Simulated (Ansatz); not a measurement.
Frontier orbitals of C2H7BGeO, SMILES `B[CH]1C[O][GeH2]1`.

Charge 0, multiplicity 1. Correlated methods include outer-core shells of Ge, which these sets cover unevenly. Scalar relativity is left out up to krypton. The structure was optimised at the PBE0-D4/def2-TZVP level. Basis def2-TZVPP, Ansatz.

Orbital energies of one run (eV). Highest occupied ones, from the top: -6.54, -7.11, -7.70, -8.52, -8.98, -9.37, -10.68, -11.09, -11.94, -12.96, -13.54, -16.51, -19.32, -26.20. Empty: -1.63, -1.25, 0.35, 0.79, 1.77, 2.31.

(1) Which functional gave them?
A. r2SCAN
B. ωB97M-V
C. ωB97X-V
D. LC-ωPBE

Answers

(1) A. HOMO energies: r2SCAN -6.54, ωB97M-V -10.08, ωB97X-V -10.15, LC-ωPBE -10.45 eV.

LC-ωPBE has ω = 0.4 bohr⁻¹.
